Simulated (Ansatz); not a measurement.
Basis-set extrapolation for C7H12O2, SMILES `CC(=O)CC(=O)C(C)C` (PBE0-D4/def2-TZVP geometry, frozen core, the Gaussian-basis code of Ansatz). Multiplicity 1, RHF reference.

```json
{"": "HF", "def2-TZVPP": "-421.962323", "def2-QZVPP": "-421.981403"}
{"": "MP2 correlation", "def2-TZVPP": "-1.636116", "def2-QZVPP": "-1.746990"}
{"": "CCSD(T) correlation", "def2-TZVPP": "-1.767397", "def2-QZVPP": "not run"}
```

Energies in hartree. Use E(X) = E(∞) + A·exp(−7.88·√X) for Hartree–Fock and E(X) = E(∞) + B·X^(−2.97) for correlation, with X = 3 and 4, and add CCSD(T) minus MP2 of the smaller set to the MP2 limit.

Task: What is the CCSD(T) energy at the basis-set limit?

Result: HF limit: -421.981403 + (-0.019080) × 0.13774 = -421.98403. MP2 limit: -1.746990 + (-0.110874) × 0.74074 = -1.82912. Higher-order term: -1.767397 − (-1.636116) = -0.13128. Total: -423.94443 hartree, 134.7 kcal/mol below CCSD(T)/def2-TZVPP.
